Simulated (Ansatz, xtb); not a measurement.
Relative energy of two structures of H4NOSi2

We compare I, a doublet given by its coordinates, with II, `O=[Si]N[SiH3]`, a doublet. Both are isolated molecules in the gas phase, relaxed with PBE-D3(BJ)/def2-SVP; the shapes shown needn't be the lowest conformers.

I (Å):

```yaml
atoms:
  - { symbol: N, position_ang: [1.0968, -2.2976, -1.9714] }
  - { symbol: O, position_ang: [0.4679, -0.2656, -0.4177] }
  - { symbol: Si, position_ang: [-0.2600, -1.3029, -1.5412] }
  - { symbol: Si, position_ang: [1.6990, 0.3759, 0.5250] }
  - { symbol: H, position_ang: [1.0112, -3.0569, -2.6532] }
  - { symbol: H, position_ang: [2.0505, -2.2148, -1.5999] }
  - { symbol: H, position_ang: [1.3104, 0.2563, 1.9825] }
  - { symbol: H, position_ang: [1.8735, 1.8366, 0.1713] }
```

Close contacts (Å): N1–Si3 1.74, O2–Si3 1.69, O2–Si4 1.68, N1–H5 1.02, N1–H6 1.03, Si4–H7 1.51, Si4–H8 1.51.

II (Å):

```xyz
8

N     1.9784   -0.9622   -0.8109
O    -0.5852   -2.2307   -0.2978
Si    0.9736   -2.3227   -0.4154
Si    3.7411   -0.9399   -0.9722
H     1.4633   -0.0833   -0.9631
H     4.1536   -0.5277   -2.3579
H     4.3643    0.0058    0.0164
H     4.1913   -2.3449   -0.6963
```

Question: Estimate which is lower in electronic energy at CCSD(T)/def2-SVP + ΔMP2/def2-TZVPP, and by roughly how much.

Answer: The CCSD(T)/def2-SVP + ΔMP2/def2-TZVPP calculation puts structure I lower, by 11.3 kcal/mol.

The same difference at several levels:

| level | geometry | E(II) − E(I) (kcal/mol) | departure from the last row (kcal/mol) | job, with rough time for the two |
| --- | --- | --- | --- | --- |
| GFN2-xTB | GFN2-xTB | −11.2 | −22.5 | optimisation, 0.18 s |
| HF/STO-3G | GFN2-xTB | +12.5 | +1.2 | single point, 0.58 s |
| r2SCAN-D4/def2-SVP | GFN2-xTB | +10.9 | −0.4 | single point, 5 s |
| PBE-D3(BJ)/def2-SVP | PBE-D3(BJ)/def2-SVP | +12.0 | +0.6 | optimisation, 2.6 min |
| HF/def2-SVP | PBE-D3(BJ)/def2-SVP | +23.5 | +12.2 | part of the CCSD(T) run |
| MP2/def2-SVP | PBE-D3(BJ)/def2-SVP | +11.1 | −0.2 | part of the CCSD(T) run |
| CCSD(T)/def2-SVP | PBE-D3(BJ)/def2-SVP | +13.4 | +2.1 | single point |
| CCSD(T)/def2-SVP + ΔMP2/def2-TZVPP | PBE-D3(BJ)/def2-SVP | +11.3 |  | single point, 40 s |

GFN2-xTB puts the two in the other order. The largest departure from CCSD(T)/def2-SVP + ΔMP2/def2-TZVPP is that of GFN2-xTB, 22.5 kcal/mol. The last row adds to CCSD(T) the change of the MP2 difference between the two basis sets, here −2.1 kcal/mol.

With harmonic frequencies from PBE-D3(BJ)/def2-SVP (ideal gas, rigid rotor, one conformer each, 298.15 K, 1 atm): on the last row, ΔE + ΔZPE = +10.5 kcal/mol. A mode under 50 cm⁻¹ makes harmonic enthalpies and free energies unreliable, so none is given.

Open shells are spin-unrestricted. The correlated steps freeze 12 core orbitals. Codes used: Ansatz 0.2.0, xtb 6.7.1; the last row on 2 threads of Arm Neoverse V1 on a shared host.
